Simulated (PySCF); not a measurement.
Zn(OH)2 cation (H2O2Zn), SMILES [OH][Zn][OH] (connectivity only; charge and spin as stated), charge +1, multiplicity 2.

The structure is a stationary point at B3LYP-D3(BJ)/def2-TZVP. The spin state was assumed, not searched. The isomer is the one that the SMILES or the coordinates give; other isomers of the formula were not compared. One conformer was computed; it need not be the lowest.

The numbers are results of PySCF with TDA-ωB97X/def2-SVPD, not measurements.

Vertical excitations. The molecule is in vacuum.

Question: List the lowest excited states. (The exact figures need the calculation; the answer reports its results.)

Answer: 
| state | energy (eV) | λ (nm) | f | main pairs |
|---|---|---|---|---|
| root 1 | 0.80 | 1556 | 0.000 | β HOMO−1→LUMO 99 % |
| root 2 | 1.36 | 915 | 0.000 | β HOMO−2→LUMO 99 % |
| root 3 | 1.47 | 843 | 0.216 | β HOMO→LUMO 89 % |
| root 4 | 4.37 | 284 | 0.000 | β HOMO−3→LUMO 99 % |
| root 5 | 4.47 | 277 | 0.000 | β HOMO−4→LUMO 98 % |
| root 6 | 4.98 | 249 | 0.024 | β HOMO→LUMO+1 97 % |
| root 7 | 6.78 | 183 | 0.000 | β HOMO−7→LUMO 100 % |
| root 8 | 6.78 | 183 | 0.000 | β HOMO−6→LUMO 100 % |
| root 9 | 7.13 | 174 | 0.000 | β HOMO−8→LUMO 99 % |
| root 10 | 7.15 | 173 | 0.001 | β HOMO−5→LUMO 95 % |
Unrestricted roots are not spin-pure.
